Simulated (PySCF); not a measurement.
Si(H)2(Cl)(Me) (CH5ClSi), SMILES C[SiH2]Cl. Heavy atoms are numbered as in [SiH2:1]([CH3:2])[Cl:3]. Hydrogens are named by the atom that carries them.

Geometry optimised at B3LYP-D3(BJ)/def2-TZVP.

All values below come from PBE0/pcSseg-1 run with PySCF.

GIAO shieldings, no solvent; atoms alike by connectivity are averaged. δ = σ(ref) − σ: ²⁹Si against TMS (σ = 352.7 ppm); ¹³C against TMS (σ = 186.3 ppm); ³⁵Cl against HCl (σ = 945.9 ppm); ¹H against TMS (σ = 31.56 ppm), references at their B3LYP-D3(BJ)/def2-TZVP geometries, non-relativistic (without spin–orbit terms, shifts of atoms bonded to Cl or Br come out too high).

```tsv
atoms	nucleus	count	δ (ppm)
Si1 (SiH2)	²⁹Si	1	?
C2 (CH3)	¹³C	1	0.1
Cl3	³⁵Cl	1	-48.6
H on Si1	¹H	2	?
H on C2	¹H	3	0.52
```

Task: What belongs in the gaps? (Estimate from the structure and the level; the computed values follow.)

Result: 
- H on Si1, δ (ppm): 5.24
- Si1 (SiH2), δ (ppm): -2.9
